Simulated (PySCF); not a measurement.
## Relaxation of doublet ReO₂

Method: UPBE0 in PySCF with Re def2-TZVP with ECP60, O def2-TZVP; scalar-relativistic core potentials, no spin–orbit coupling; density-fitted integrals. A (50,194) grid was used.

A hand-made side-on start, of C2v symmetry, held to at least that symmetry:

```xyz
3
charge 0 multiplicity 2, angstrom
Re    0.0000    0.0000   -0.2704
O     0.7000    0.0000    1.5804
O    -0.7000    0.0000    1.5804
```

Q: What does it relax to?

A: It ends at C2v with O–O 1.391 Å, Re–O 1.856 Å (×2); O–O–Re 68.0° (×2), O–Re–O 44.0°. A frequency run shows a minimum. Other isomers or separated fragments may lie lower.

Q: How much energy is released, and in how many steps?

A: 34.3 kJ/mol in 4 steps.

With open d or f shells other occupations or spin states may lie lower. At this level a quartet minimum of C2v symmetry lies 562 kJ/mol below this structure. Spin–orbit coupling, left out here, can matter for elements this heavy.

The relaxation took about 27 core-seconds on a shared host.
